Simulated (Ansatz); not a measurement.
Stepwise reaction of `[F][Al]([Br])[Br]` with water, as a gas-phase model of exchange steps in deposition or etching. ΔE in kJ/mol; ΔG adds harmonic PBE0-D4 terms to CCSD(T)/CBS, at 1 bar.

Calculated with Ansatz (gas phase, PBE0-D4/def2-TZVP geometries, no zero-point term in ΔE). CBS: MP2 limit from def2 TZ/QZ plus the TZ coupled-cluster correction, frozen cores. This one scheme is used for every species. Functionals use def2-TZVPP. B3LYP here is the variant with VWN-RPA as its local correlation; programs differ in this. For Br outer-core shells are correlated without core-valence functions, which leaves a few kJ/mol of doubt a bond. Scalar relativity is left out up to krypton. One conformer a species, not always the lowest.

```tsv
step	reaction	PBE-D4	B3LYP-D4	ωB97M-V	CCSD(T)/CBS	ΔG(600 K)
1	`[F][Al]([Br])[Br]` + H₂O → `[OH][Al]([F])[Br]` + HBr	22.1	16.1	18.9	24.0	15.9
```

Give the row of step 2, `[OH][Al]([F])[Br]` + H₂O → `[OH][Al]([OH])[F]` + HBr. (Best estimate.)

The calculation gave: 
| step | reaction | PBE-D4 | B3LYP-D4 | ωB97M-V | CCSD(T)/CBS | ΔG(600 K) |
| --- | --- | --- | --- | --- | --- | --- |
| 2 | `[OH][Al]([F])[Br]` + H₂O → `[OH][Al]([OH])[F]` + HBr | 26.0 | 19.8 | 23.4 | 27.5 | 25.9 |

By hand: ΔE of the 2 steps together at CCSD(T)/CBS.

(24.0) + (27.5) = 51.5 kJ/mol, or 25.8 kJ/mol a step.

In ΔE the steps differ by no more than 3.5 kJ/mol. All are uphill at CCSD(T)/CBS. ΔG lies between 15.9 and 25.9 kJ/mol a step. PBE-D4 differs from CCSD(T)/CBS by -1.9 to -1.5 kJ/mol a step. Isolated molecules leave out the surface, adducts and barriers. Largest T1 diagnostic: 0.012.
